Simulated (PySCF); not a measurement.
**Static response to an electric field**

Species: SiHMe2F, C2H7FSi.
Cartesian coordinates in Å at the PBE0-D3(BJ)/def2-SVP level; atoms count from 1:
```
atom  x, y, z in Å
Si1   -0.2683   -0.4838    0.4461
H2    -0.2891   -0.5491    1.9378
C3     1.4794   -0.5588   -0.1969
H4     1.9751   -1.4953    0.1005
H5     2.0713    0.2815    0.2000
H6     1.4950   -0.4964   -1.2964
C7    -1.1818    1.0189   -0.1706
H8    -2.2258    1.0179    0.1778
H9    -1.1891    1.0456   -1.2716
H10   -0.7035    1.9433    0.1900
F11   -1.0650   -1.8093   -0.0858
```

Level: B3LYP/def2-SVPD (PySCF), static field, nuclei fixed, core orbitals frozen in the response. The polarisability tensor in these axes (au):

```
x   55.18 -3.88 -1.05
y   -3.88 50.95 -1.67
z   -1.05 -1.67 49.60
```

What are the eigenvalues, a third of the trace, and Δα (Δα² = ½Σ(αi − αj)² over the three pairs)?

Principal values 47.10, 51.16 and 57.48 au; mean 51.91 au = 7.69 Å³ = 8.56 × 10⁻⁴⁰ C²·m²/J; Δα = 9.06 au (17 % of the mean).

What is the dipole moment, and where does it point?

(1.04, 1.75, -0.02) D, 2.03 D in size, pointing from the negative to the positive side. Measured along this direction, the outermost atoms are F11 at the negative end and H10 and H5 at the positive end.

In TDDFT the mean static polarisability is Σ f/ω² over all singlet excitations (ω in hartree). How much of it do the 10 lowest give? Their energies (eV) and oscillator strengths: 8.08, 0.0669; 8.25, 0.0112; 8.27, 0.0022; 8.37, 0.0289; 8.67, 0.0368; 8.75, 0.0916; 9.33, 0.0201; 9.47, 0.2645; 9.79, 0.0136; 9.91, 0.0933.

They add up to 5.62 au, 10.8 % of the 51.91 au; the largest single term is 2.19 au, from the state at 9.47 eV. Terms in order: 0.76, 0.12, 0.02, 0.31, 0.36, 0.89, 0.17, 2.19, 0.10, 0.70 au. Higher excitations give the rest. The strengths listed sum to 0.629.

How large is μ²/3kT at 350 K beside α?

In Gaussian units μ²/3kT = 28.55 Å³ against 7.69 Å³, a ratio of 3.71; the Debye molar polarisation (4π/3)N_A(α + μ²/3kT) is 91.4 cm³/mol, leaving out the vibrational part.

Refractivity n − 1 of an ideal gas of it at 298.15 K and 1 atm, from the electronic α?

N = p/kT = 2.4615 × 10¹⁹ cm⁻³, so n − 1 = 2π × N × 7.69 × 10⁻²⁴ cm³ = 1190 × 10⁻⁶ at long wavelengths, for an ideal gas.

Molar refractivity from α?

Lorentz–Lorenz: R = (4π/3)N_A α = 2.5225 cm³/(mol·Å³) × 7.69 Å³ = 19.4 cm³/mol, in the limit of long wavelengths.

Geometry: PBE0-D3(BJ)/def2-SVP; no solvent, vibrations or thermal averaging.

The run behind these numbers computed excited states and ΔSCF ions as well. On an AMD EPYC with one thread, no GPU, on a shared host, this took 87 s wall (grids of density and orbitals included) and 0.65 GiB of memory at its peak.
